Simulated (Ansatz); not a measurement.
```xyz
11

C     0.784   -1.576   -0.254
C     1.173   -0.345    0.064
Si   -0.012    1.084    0.237
N    -1.659    0.694   -0.043
H     1.481   -2.404   -0.353
H    -0.264   -1.808   -0.430
H     2.236   -0.169    0.230
H     0.380    2.140   -0.737
H     0.103    1.626    1.618
H    -2.205    0.199    0.642
H    -2.016    0.558   -0.973
```

Total charge 0; spin multiplicity 1.

(1) List the r2SCAN/def2-TZVPP orbital energies in eV (Ansatz 0.2.0). (An estimate is asked.)

## Answers

(1) Computed: Occupied: -1790.83, -384.73, -273.15, -272.75, -141.24, -96.11, -96.10, -96.07, -22.14, -19.78, -14.96, -13.19, -12.55, -11.54, -10.46, -9.40, -8.55, -7.93, -6.87, -6.25. Lowest empty: -1.04, 0.27, 1.71, 2.13, 2.25, 2.35, 2.78, 2.81.
